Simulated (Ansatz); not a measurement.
Computed with Ansatz on PBE0-D4/def2-TZVP structures; ΔE is electronic, products minus reactants. CBS: MP2 limit from def2 TZ/QZ plus the TZ coupled-cluster correction, frozen cores. This one scheme is used for every species. DFT in def2-TZVPP. B3LYP here is the variant with VWN-RPA as its local correlation; programs differ in this. def2 core potentials past Kr. For Hf, I outer-core shells are correlated without core-valence functions, which leaves a few kJ/mol of doubt a bond. One conformer a species, not always the lowest.

`[CH3][Hf]([OH])([OH])[F]` + HI → `[OH][Hf]([OH])([F])[I]` + CH₄  (ligand exchange at the Hf–C bond)

Problem. Is it downhill or uphill in electronic energy at CCSD(T)/CBS, and by how much? (An estimate is asked.)

Solution. The calculation gave: Downhill: ΔE = -47.8 kcal/mol.

Problem. What do these levels give: BHLYP-D4, PBE-QIDH, B3LYP, LC-ωPBE, RPA@PBE/def2-TZVPP, MP2/def2-TZVPP? (An estimate is asked.)

Solution. The calculation gave: BHLYP-D4 -50.1, PBE-QIDH -50.1, B3LYP -47.2, LC-ωPBE -47.4, RPA@PBE/def2-TZVPP -45.7, MP2/def2-TZVPP -50.4 kcal/mol.

Largest T1 diagnostic among the species: 0.015.

Leaving LDA and LC-ωPBE aside and taking each functional with its dispersion term where it has one, the values, not all of them listed here, spread over 4.1 kcal/mol, from BHLYP-D4 to BLYP-D4. From BLYP to BHLYP (50 % exact exchange), in def2-TZVPP and without D4, ΔE moves by −3.5 kcal/mol. In def2-TZVPP, CCSD(T) changes the Hartree–Fock value by +4.6 kcal/mol (the triples alone add −0.2 kcal/mol) and MP2 by +1.8 kcal/mol.
